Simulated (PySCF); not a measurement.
SCF from a fresh guess for singlet SbSBr₃, at the PBE0 minimum. PySCF input:

```python
from pyscf import gto, scf, dft
mol = gto.M(atom='''
Sb     0.000000    -0.418669    -0.296164
S      0.000000    -2.225138    -1.574050
Br     1.914991    -0.124213     1.266419
Br    -1.914991    -0.124213     1.266419
Br    -0.000000     1.791297    -1.441420''',
    basis={'Sb': 'def2-SVP', 'S': 'def2-SVP', 'Br': 'def2-SVP'},
    ecp={'Sb': 'def2-SVP'},
    charge=0, spin=0)
mf = dft.RKS(mol, xc='PBE')
mf.grids.atom_grid = (50, 194)
aux = {'Sb': 'def2-universal-JKFIT', 'S': 'def2-universal-JKFIT', 'Br': 'def2-universal-JKFIT'}
mf = mf.density_fit(auxbasis=aux)
mf.conv_tol = 1e-08
mf.diis_space = 10
mf.max_cycle = 60
mf.init_guess = 'minao'
mf.verbose = 4
mf.kernel()
```

Excerpt of the output (cycles and frontier levels):

```
init E= -8330.73174700969
  HOMO = -0.605494936341783  LUMO = -0.585424918694704  gap/eV = 0.54613
cycle= 1 E= -8354.68854613948  delta_E=  -24  |g|= 3.86  |ddm|= 11.1
cycle= 2 E= -8315.3843278217  delta_E= 39.3  |g|= 11.2  |ddm|= 23.1
  HOMO = -0.214051014796071  LUMO = -0.0762485320668986  gap/eV = 3.74980
cycle= 3 E= -8357.63319740283  delta_E= -42.2  |g|=  1.6  |ddm|= 21.4
  HOMO = -0.209769818203572  LUMO = -0.175445458016549  gap/eV = 0.93401
cycle= 4 E= -8357.88194833424  delta_E= -0.249  |g|= 1.42  |ddm|= 3.98
  HOMO = -0.233513554838383  LUMO = -0.175499740803069  gap/eV = 1.57864
cycle= 5 E= -8358.30039799391  delta_E= -0.418  |g|= 0.874  |ddm|=  3.1
  HOMO = -0.236100995193238  LUMO = -0.174427450574669  gap/eV = 1.67822
cycle= 6 E= -8358.60830956622  delta_E= -0.308  |g|= 0.147  |ddm|= 1.75
  HOMO = -0.237085036343434  LUMO = -0.174970082156911  gap/eV = 1.69023
cycle= 7 E= -8358.61434449031  delta_E= -0.00603  |g|= 0.0507  |ddm|= 0.189
  HOMO = -0.242168010412488  LUMO = -0.176134410267501  gap/eV = 1.79687
cycle= 8 E= -8358.61514151592  delta_E= -0.000797  |g|= 0.0118  |ddm|= 0.0641
  HOMO = -0.2431059564903  LUMO = -0.176016240762301  gap/eV = 1.82560
cycle= 9 E= -8358.61519580109  delta_E= -5.43e-05  |g|= 0.00489  |ddm|= 0.0315
  HOMO = -0.242951792194044  LUMO = -0.176003466439674  gap/eV = 1.82176
cycle= 10 E= -8358.61520538203  delta_E= -9.58e-06  |g|= 0.00149  |ddm|= 0.00929
  HOMO = -0.242915953855929  LUMO = -0.176026082663064  gap/eV = 1.82017
cycle= 11 E= -8358.61520615737  delta_E= -7.75e-07  |g|= 0.00041  |ddm|= 0.00319
  HOMO = -0.242901921403413  LUMO = -0.17603528550832  gap/eV = 1.81953
cycle= 12 E= -8358.61520621693  delta_E= -5.96e-08  |g|= 5.66e-05  |ddm|= 0.000737
  HOMO = -0.2428937759568  LUMO = -0.176030761405102  gap/eV = 1.81944
cycle= 13 E= -8358.61520621808  delta_E= -1.15e-09  |g|= 4.43e-06  |ddm|= 0.000103
  HOMO = -0.242894811899492  LUMO = -0.176031129851573  gap/eV = 1.81945
Extra cycle  E= -8358.61520621808  delta_E= 1.82e-12  |g|= 6.25e-06  |ddm|= 1.49e-05
converged SCF energy = -8358.61520621808
```

No lower solution of this spin was found by a stability analysis within the restricted form, which does not test spin polarisation.

The search for the lowest solution, with the stability check, took 45 s on 4 threads of a shared Intel Xeon @ 2.50GHz (Skylake/Cascade Lake) host, with 140 basis functions; the process peaked at 0.43 GiB.
